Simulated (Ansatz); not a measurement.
Gas-phase electronic energies from Ansatz, PBE0-D4/def2-TZVP geometries. CCSD(T)/CBS adds triple-zeta CCSD(T) − MP2 to the extrapolated MP2 energy (def2 sets, frozen cores). This one scheme is used for every species. Functionals use def2-TZVPP. HSE06 is defined as in plane-wave codes. For Ga outer-core shells are correlated without core-valence functions, which leaves a few kJ/mol of doubt a bond. Scalar relativity is left out up to krypton. One conformer a species, not always the lowest.

Reaction (cleavage of the Ga–Si bond): `[SiH3][O][GaH][SiH3]` + `BN` → `B[NH][GaH][O][SiH3]` + SiH₄

`[SiH3][O][GaH][SiH3]`:

Cartesian coordinates in Å:
```
Si 0.087 1.949 0.832
O -1.037 1.210 -0.087
Ga -1.242 -0.401 -0.849
Si 0.564 -1.953 -0.473
H 0.595 3.167 0.145
H -0.496 2.346 2.142
H 1.247 1.043 1.093
H -2.587 -0.514 -1.640
H 0.725 -2.200 0.985
H 0.307 -3.254 -1.148
H 1.837 -1.391 -1.000
```

`BN`:

Z-matrix (Å, degrees):
```
B
N 1 1.385
H 1 1.197 2 119.0
H 1 1.197 2 119.0 3 -180.0
H 2 1.006 1 123.2 3 -0.0
H 2 1.006 1 123.2 3 180.0
```

`B[NH][GaH][O][SiH3]`:

Z-matrix (Å, degrees):
```
Si
O 1 1.629
H 1 1.487 2 109.9
H 1 1.487 2 109.9 3 119.7
H 1 1.492 2 111.3 3 -120.1
Ga 2 1.780 1 140.4 3 119.7
N 6 1.839 2 111.4 1 -180.0
H 6 1.545 2 122.6 1 0.0
B 7 1.398 6 124.3 2 -180.0
H 7 1.010 6 117.3 2 0.0
H 9 1.202 7 118.7 6 -0.0
H 9 1.199 7 120.5 6 180.0
```

SiH₄:

Z-matrix (Å, degrees):
```
Si
H 1 1.485
H 1 1.485 2 109.5
H 1 1.485 2 109.5 3 -120.0
H 1 1.485 2 109.5 3 120.0
```

```json
{"level": "B97M-V", "ΔE (kJ/mol)": "-11.7", "difference from CCSD(T)/CBS": "12.6"}
{"level": "HSE06-D4", "ΔE (kJ/mol)": "-6.9", "difference from CCSD(T)/CBS": "17.4"}
{"level": "BHLYP-D4", "ΔE (kJ/mol)": "-21.8", "difference from CCSD(T)/CBS": "2.5"}
{"level": "PBE-QIDH", "ΔE (kJ/mol)": "-21.2", "difference from CCSD(T)/CBS": "3.1"}
{"level": "revPBE", "ΔE (kJ/mol)": "-2.2", "difference from CCSD(T)/CBS": "22.1"}
{"level": "r2SCAN", "ΔE (kJ/mol)": "-14.4", "difference from CCSD(T)/CBS": "9.9"}
{"level": "PBE0", "ΔE (kJ/mol)": "-7.8", "difference from CCSD(T)/CBS": "16.5"}
{"level": "HSE06", "ΔE (kJ/mol)": "-7.9", "difference from CCSD(T)/CBS": "16.4"}
{"level": "BHLYP", "ΔE (kJ/mol)": "-24.6", "difference from CCSD(T)/CBS": "-0.3"}
{"level": "CAM-B3LYP", "ΔE (kJ/mol)": "-22.7", "difference from CCSD(T)/CBS": "1.6"}
{"level": "LC-ωPBE", "ΔE (kJ/mol)": "-16.7", "difference from CCSD(T)/CBS": "7.6"}
{"level": "CCSD/def2-SVP", "ΔE (kJ/mol)": "-31.9", "difference from CCSD(T)/CBS": "-7.6"}
{"level": "CCSD(T)/def2-SVP", "ΔE (kJ/mol)": "-31.4", "difference from CCSD(T)/CBS": "-7.1"}
{"level": "SCS-MP2/def2-TZVPP", "ΔE (kJ/mol)": "-36.2", "difference from CCSD(T)/CBS": "-11.9"}
{"level": "CCSD(T)/def2-TZVPP", "ΔE (kJ/mol)": "-27.4", "difference from CCSD(T)/CBS": "-3.1"}
{"level": "MP2/def2-QZVPP", "ΔE (kJ/mol)": "-32.7", "difference from CCSD(T)/CBS": "-8.4"}
{"level": "CCSD(T)/CBS", "ΔE (kJ/mol)": "-24.3", "difference from CCSD(T)/CBS": "0"}
```

Largest T1 diagnostic among the species: 0.014.

From BLYP to BHLYP (50 % exact exchange), in def2-TZVPP and without D4, ΔE moves by −11.9 kJ/mol. In def2-TZVPP, CCSD(T) changes the Hartree–Fock value by +10.5 kJ/mol (the triples alone add +1.1 kJ/mol) and MP2 by +3.6 kJ/mol.

CCSD(T)/CBS has its own doubt, a few kJ/mol and more with outer-core shells, so smaller differences from it don't rank the levels.
